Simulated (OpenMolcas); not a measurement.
Ce3+: the spin-orbit constant, worked from levels

```
Program             : OpenMolcas 26.06
Basis               : ANO-R2 [8s6p5d2f1g]
Scalar Hamiltonian  : X2C, finite nucleus
Active space        : 1 electron in 12 orbitals (RAS2 4f; RAS3 5d, at most 1 electron)
State averaging     : 2S+1 = 2 odd, 7 roots; 2S+1 = 2 even, 5 roots
Spin-orbit coupling : RASSI with atomic mean-field integrals over the reference wave functions, term energies averaged over their components
```

Methods: RASSCF; SS-RASPT2, IPEA 0.25 Eh, imaginary shift 0.1 Eh (closed shells correlated: 5s 5p). Measured levels: Martin, Zalubas and Hagan, Atomic Energy Levels: The Rare-Earth Elements, NSRDS-NBS 60 (1978).

**The spin-orbit constant.** For the Hund term 2F* of f1, E(J) = (A/2) J(J+1) + constant and ζ = 2S·A = A. From J = 5/2 to J = 7/2 the energy changes by 3.5 A.

```json
{"Source": "RASSCF", "E(7/2) - E(5/2)": "2432.5", "A": "695.0", "ζ": "695"}
{"Source": "SS-RASPT2", "E(7/2) - E(5/2)": "2432.5", "A": "695.0", "ζ": "695"}
{"Source": "measured", "E(7/2) - E(5/2)": "2253.0", "A": "643.7", "ζ": "644"}
```

All in cm-1. SS-RASPT2 is off by +8.0 % and RASSCF by +8.0 %. Both methods take the spin-orbit matrix elements from the reference wave functions, so the second can move ζ only through the term energies and any multistate remixing.

CASPT2 breaks the degeneracy within a term, and the mean is taken; among the terms shown or strongly mixed into the levels shown the widest spread is 240 cm-1 (4f 2F*, SS-RASPT2). With one active electron the reference holds no correlation, so core polarisation is missing (holds for RASSCF). With one active electron, CASPT2 adds the correlation within the correlated inactive shells and between them and that electron, and leaves the splitting within a term as the reference gives it (holds for SS-RASPT2). Measured partners are found by configuration, term and J. A level has none where our copy of the source lacks it or the pairing is in doubt (some pairs that miss far off the trend of their configuration count as doubtful), and it then counts in no deviation. Levels of configurations outside the active space are missing.

* marks odd parity.
